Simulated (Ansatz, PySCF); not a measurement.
BiCl₂H₃Si. Atoms are numbered in the order given.

```xyz
7

Bi     0.4943    -0.2231     0.0000
Cl    -1.0259    -0.6662    -1.9234
Cl    -1.0259    -0.6662     1.9234
Si    -0.3341     2.3425     0.0000
H      0.1751     3.0393     1.2202
H     -1.8222     2.2978     0.0000
H      0.1751     3.0393    -1.2202
```

Geometry: r2SCAN-D4/def2-SVP. The structure was generated by enumeration; whether it is a known compound was not checked. The def2 effective core potentials stand for the cores of Bi; spin–orbit coupling is left out.

Vertical ionisation energy (IE) and electron affinity (EA) in eV. Rows of orbital energies are one-electron estimates. Where ΔSCF, EOM or ADC give a negative EA the extra electron is unbound and the value depends on the basis.

```csv
level,IE,EA
"−ε(HOMO), −ε(LUMO), B3LYP/def2-TZVP (PySCF)",7.21,2.67
"−ε(HOMO), −ε(LUMO), PBE/def2-TZVP (PySCF)",6.35,3.17
"ΔSCF, CAM-B3LYP/def2-SVPD (Ansatz), final states of multiplicity 2 and 2",9.45,1.08
"ΔSCF, PBE/def2-SVPD (Ansatz), final states of multiplicity 2 and 2",8.99,1.02
```

**Question.** What vertical singlet–triplet gap does ΔSCF give with CAM-B3LYP/def2-SVPD (Ansatz, a quantum-chemistry and plane-wave program) and with PBE/def2-SVPD (Ansatz)? (The exact figures need the calculation; the answer reports its results.)

**Answer.** 3.33 and 3.03 eV (triplet above singlet where positive).
